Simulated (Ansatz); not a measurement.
Cartesian coordinates in Å:
```
F 1.0820 -0.6706 1.0368
Si -0.0426 -0.1054 0.0881
F -1.1588 0.5464 0.9908
F -0.6692 -1.3571 -0.6361
Te 0.7887 1.5866 -1.4795
```

The species carries charge 0 and has multiplicity 2. Te takes the def2 core potential.

(1) List the r2SCAN/def2-TZVPP orbital energies in eV (Ansatz 0.2.0). (An estimate is asked.)

## Answers

(1) Computed: α occupied: -1794.29, -667.03, -666.92, -666.92, -169.70, -144.40, -118.95, -118.74, -118.51, -99.29, -99.28, -99.26, -42.79, -42.76, -42.55, -42.37, -42.35, -32.63, -31.96, -31.87, -17.30, -14.89, -13.30, -13.22, -12.44, -11.84, -11.84, -11.27, -11.16, -10.72, -8.87, -7.71, -6.61. α empty: -1.09, 0.35, 0.61, 1.86, 2.68, 3.80, 4.05, 4.12. β occupied: -1794.29, -667.02, -666.92, -666.91, -169.64, -144.40, -118.83, -118.72, -118.49, -99.29, -99.29, -99.26, -42.62, -42.60, -42.40, -42.35, -42.30, -32.62, -31.95, -31.86, -16.52, -14.76, -13.29, -13.22, -12.37, -11.83, -11.83, -11.24, -11.15, -10.72, -8.64, -6.33. β empty: -5.60, -0.86, 0.60, 0.78, 1.91, 3.01, 4.07, 4.15. ⟨S²⟩ = 0.755.
